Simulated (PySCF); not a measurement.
HBr was optimised in PySCF in the def2-SVP basis family (density fitting, no spin–orbit coupling) with several functionals.

One of them gave a singlet of C∞v symmetry with a mean bond of 1.422 Å to H, wavenumbers 2690 cm⁻¹ and a HOMO–LUMO gap of 8.67 eV.

Q: Which level of theory was it?
A. B3LYP
B. PBE0
C. PBE

A: B. That is PBE0, with H–Br 1.422 Å. The others give B3LYP 1.428 Å and 2634 cm⁻¹ for the highest mode; PBE 1.435 Å and 2590 cm⁻¹ for the highest mode.

Each species is the lowest minimum found with this bonding; other isomers or fragments can lie lower.
